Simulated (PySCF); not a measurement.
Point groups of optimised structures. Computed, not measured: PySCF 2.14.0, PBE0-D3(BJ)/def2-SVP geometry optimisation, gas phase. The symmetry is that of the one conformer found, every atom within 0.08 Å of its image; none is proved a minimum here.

(1) `FB1OCCO1`: symmetry, top, dipole?

(2) What symmetry has `[CH3:1][C@H:2]([CH:3]([F:4])[F:5])[C@@H:6]([CH3:7])[CH2:8][F:9]` with C1–C2–C3–F4 59°, C1–C2–C6–C7 -77°, C2–C6–C8–F9 52°?

(3) `[CH3:1][C@@H:2]([NH2:3])[B:4]([OH:5])[OH:6]` with C1–C2–N3–H 72° and -176°, C1–C2–B4–O5 -129°, C2–B4–O5–H 180°, C2–B4–O6–H -1°: symmetry, top, dipole?

## Answers

(1) C2v; asymmetric top; symmetry number 2; 4 operations, which sort the 10 atoms into 5 sets; dipole 3.29 D, along a, the twofold axis.

(2) C1; asymmetric top; symmetry number 1; this conformer is chiral (no improper operation); dipole 3.05 D; A, B, C = 1971, 1108, 1034 MHz.

(3) C1; asymmetric top; symmetry number 1; this conformer is chiral (no improper operation); dipole 1.78 D.
